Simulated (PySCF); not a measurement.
## Partial charges of `C1CCC2(C1)CCCC2`

Species: C₉H₁₆.
Geometry (GFN2-xTB, Å), atoms numbered from 1 in this order:
```
atom  x, y, z in Å
C1     2.036   -0.125    1.342
C2     2.311    0.476   -0.050
C3     1.100    0.101   -0.917
C4    -0.014   -0.268    0.073
C5     0.782   -0.983    1.169
C6    -1.135   -1.123   -0.557
C7    -2.437   -0.330   -0.393
C8    -1.972    1.117   -0.275
C9    -0.727    0.993    0.595
H10    2.879   -0.711    1.706
H11    1.846    0.668    2.065
H12    2.421    1.558    0.016
H13    3.231    0.082   -0.478
H14    0.804    0.910   -1.583
H15    1.339   -0.770   -1.530
H16    0.220   -1.089    2.096
H17    1.059   -1.980    0.820
H18   -1.204   -2.099   -0.078
H19   -0.927   -1.288   -1.615
H20   -2.944   -0.625    0.527
H21   -3.123   -0.487   -1.225
H22   -1.707    1.507   -1.260
H23   -2.729    1.769    0.161
H24   -1.028    0.845    1.634
H25   -0.092    1.876    0.546
```

Density: PBE0/pcSseg-1 (PySCF); schemes: Mulliken, IAO, Hirshfeld and ESP-fitted. One conformer (not necessarily the lowest) at the GFN2-xTB geometry, without solvent, vibrations or thermal averaging.

Q: Atoms with like bonding are taken together and averaged. Which atoms carry the lowest charge in the Mulliken, IAO, Hirshfeld and ESP-fitted schemes?

A: The schemes don't all agree: Mulliken C4 (-0.709); IAO C1/C2/C7/C8 (-0.263); Hirshfeld C3/C5/C6/C9 (-0.073); ESP-fitted C3/C5/C6/C9 (-0.164).

Q: Which atoms carry the highest charge in the Mulliken, IAO, Hirshfeld and ESP-fitted schemes?

A: The schemes don't all agree: Mulliken H10 (×8) (+0.114); IAO H10 (×8) (+0.131); Hirshfeld H10 (×8) (+0.035); ESP-fitted C4 (+0.586).

Q: For which atoms does the sign change between the 4 schemes (beyond +0.03 e in one, beyond −0.03 e in another)?

A: C4. Atomic charges aren't observables, and each scheme defines them in its own way.

Q: What partial charge does each atom carry?

A: In e; atoms taken as equivalent share a row and are averaged (×n: the atom named and its like, n in all):

```csv
atom,environment,Mulliken,IAO,Hirshfeld,ESP-fitted
C1/C2/C7/C8,ring CH2 carbon,-0.208,-0.263,-0.071,-0.095
C3/C5/C6/C9,ring CH2 carbon,-0.063,-0.262,-0.073,-0.164
C4,sp3 carbon at a ring junction,-0.709,+0.031,+0.023,+0.586
H10 (×8),methylene hydrogen,+0.114,+0.131,+0.035,+0.035
H14 (×8),methylene hydrogen,+0.110,+0.127,+0.034,+0.021
```

Mean size of the charges over all atoms: IAO 0.168 e, Mulliken 0.143 e, ESP-fitted 0.091 e, Hirshfeld 0.046 e. Each set sums to the total charge, 0, to within 0.001 e. The Mulliken scheme counts on each atom the diagonal of the density matrix times the overlap matrix over that atom's basis functions. The ESP scheme fits charges at the nuclei, held to the total charge, to the electrostatic potential on points at 1.4 to 2.0 times the van der Waals radii.

Some averages cover members that differ in this geometry: C1/C2/C7/C8, ESP-fitted -0.265 to +0.042; C3/C5/C6/C9, ESP-fitted -0.297 to -0.043; H10 (×8), ESP-fitted -0.020 to +0.073; H14 (×8), ESP-fitted -0.012 to +0.043 e.

Q: How closely do the schemes follow one another over all atoms?

A: Correlation coefficient and root-mean-square difference: IAO with Hirshfeld 1.00, 0.132 e; Mulliken with IAO 0.58, 0.170 e; Hirshfeld with ESP-fitted 0.54, 0.137 e; Mulliken with Hirshfeld 0.53, 0.168 e; IAO with ESP-fitted 0.49, 0.172 e; Mulliken with ESP-fitted -0.34, 0.284 e.

Q: How many electrons does the IAO scheme count on C4?

A: Z − q = 6 − (+0.031) = 5.969.
